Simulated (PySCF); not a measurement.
Vertical excitations of a molecule C₂H₈FNSi₂ from PySCF with TDDFT-PBE/def2-SVPD, as energy in eV (oscillator strength): 4.45 (0.030), 5.46 (0.157), 5.95 (0.007), 6.07 (0.003), 6.16 (0.009), 6.35 (0.029), 6.40 (0.003), 6.47 (0.023), 6.50 (0.010), 6.53 (0.007). Lowest triplet (TDA): 3.77 eV. Geometry: TPSSh-D3(BJ)/def2-SVP. One conformer was computed; it need not be the lowest.

Task: Which molecule gave these data?
(A) C[SiH2]/C=N/[SiH2]F
(B) N[Si]1(F)C[SiH2]C1
(C) F/C=C/N([SiH3])[SiH3]
(D) N[SiH2]/C(F)=C\[SiH3]

Result: D, N[SiH2]/C(F)=C\[SiH3]
